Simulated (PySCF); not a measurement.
CH8FNSi2. Atoms are numbered in the order given.

```xyz
13

N     -2.7122     1.0583     1.0198
C     -1.5643     0.1752     0.8719
Si    -0.0910     0.9115    -0.0906
Si     1.6869    -0.5975    -0.3389
F      1.0823    -1.9592    -1.0150
H     -2.4483     1.9182     1.4972
H     -3.0729     1.3368     0.1092
H     -1.8800    -0.7554     0.3702
H     -1.2183    -0.1439     1.8700
H      0.4137     2.1324     0.6210
H     -0.5614     1.3486    -1.4452
H      2.2796    -0.9727     0.9809
H      2.7749    -0.0870    -1.2255
```

Geometry optimised at PBE0-D3(BJ)/def2-SVP. This is a generated structure with no PubChem entry under its InChIKey; it may be hypothetical. One conformer was computed; it need not be the lowest.

All values below come from PBE0-D3(BJ)/def2-SVP in PySCF.

Frequencies are harmonic and unscaled.

```csv
mode,ν (cm⁻¹),IR (km/mol),moving atoms (share of kinetic energy)
1,39,1.2,"F 41 %, Si 21 %, H 16 %, N 14 %"
2,74,0.2,"H 43 %, C 21 %, F 16 %, N 14 %"
3,92,0.5,"Si 41 %, H 27 %, N 19 %, C 9 %"
4,172,7.4,"F 35 %, Si 33 %, H 17 %, N 9 %"
5,270,22.1,"H 45 %, N 26 %, Si 17 %, C 11 %"
6,274,38.8,"H 76 %, N 12 %"
7,404,11.4,"H 76 %, Si 17 %"
8,422,4.0,"Si 65 %, H 30 %"
9,492,6.2,"H 75 %, Si 21 %"
10,614,7.6,"H 81 %, Si 13 %"
11,679,13.0,"C 41 %, Si 34 %, H 23 %"
12,735,21.1,H 87 %
13,786,241.5,"H 84 %, Si 11 %"
14,822,20.8,"H 76 %, C 19 %"
15,844,213.4,"H 60 %, F 26 %"
16,853,208.6,"H 53 %, F 21 %, N 15 %, Si 10 %"
17,904,189.8,"H 67 %, Si 18 %, F 10 %"
18,922,30.6,"H 81 %, Si 14 %"
19,949,87.0,H 91 %
20,1093,9.7,H 96 %
21,1114,3.6,"C 45 %, N 35 %, H 20 %"
22,1262,7.7,"H 76 %, C 22 %"
23,1369,0.2,"H 82 %, N 10 %"
24,1428,4.8,H 93 %
25,1638,21.1,H 92 %
26,2195,80.0,H 97 %
27,2205,74.4,H 96 %
28,2227,114.8,H 98 %
29,2236,146.4,H 96 %
30,3058,11.7,H 94 %
31,3115,4.5,"H 90 %, C 9 %"
32,3538,2.9,H 96 %
33,3623,4.6,"H 92 %, N 8 %"
```
